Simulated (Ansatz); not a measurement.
`BC1=C[SiH2]O1` + `B[SiH2]O` → `BO[SiH2]B` + `C1=C[SiH2]O1` at 700 K and 1 bar (ligand exchange at a B–C bond).

Program: Ansatz. Geometries: PBE0-D4/def2-TZVP. ΔE: electronic, gas phase. CBS: MP2 limit from def2 TZ/QZ plus the TZ coupled-cluster correction, frozen cores. Each species was taken in one conformer, which may not be the lowest.

```csv
species,CCSD(T)/CBS energy (Eh),H − E (kJ/mol),S (J/(mol·K))
`BC1=C[SiH2]O1`,-468.11878,239.4,429.3
`B[SiH2]O`,-392.05150,194.3,392.7
`BO[SiH2]B`,-417.47687,240.1,448.0
`C1=C[SiH2]O1`,-442.73880,193.8,364.3
```

H − E and S are ideal-gas, rigid-rotor, harmonic terms from PBE0-D4/def2-TZVP, for one conformer and one mirror image of each species. 1 Eh = 2625.50 kJ/mol, R = 8.31446 J/(mol·K).

Q: By hand: ΔE, ΔH, ΔS and ΔG.

A: ΔE = (-417.47687) + (-442.73880) − (-468.11878) − (-392.05150) = -0.04539 Eh = -119.2 kJ/mol. Δ(H − E) = 240.1 + 193.8 − 239.4 − 194.3 = 0.2, so ΔH = -119.0 kJ/mol. ΔS = 448.0 + 364.3 − 429.3 − 392.7 = -9.7 J/(mol·K). ΔG = -119.0 − 700 × (-9.7)/1000 = -112.2 kJ/mol.

Q: By hand: the equilibrium constant, and the temperature at which ΔG would vanish if ΔH and ΔS stayed fixed.

A: log₁₀ K = −ΔG/(RT ln 10) = 8.4. ΔG = 0 at ΔH/ΔS = 12268 K, far beyond where these terms or the molecules hold.

The number of gas molecules stays the same, so ΔS is small and ΔH decides. A doubt of 5 kJ/mol in ΔE shifts log₁₀ K by 0.4 here. Other conformers and mirror images would add mixing entropy, several J/(mol·K) or more a flexible species. Modes under 60 cm⁻¹, often nearly free rotors, make the harmonic entropy too high. These are equilibria of isolated gas molecules and say nothing of rates. Largest T1 diagnostic: 0.014 (customary marks: 0.02 for closed shells, 0.045 for open ones).
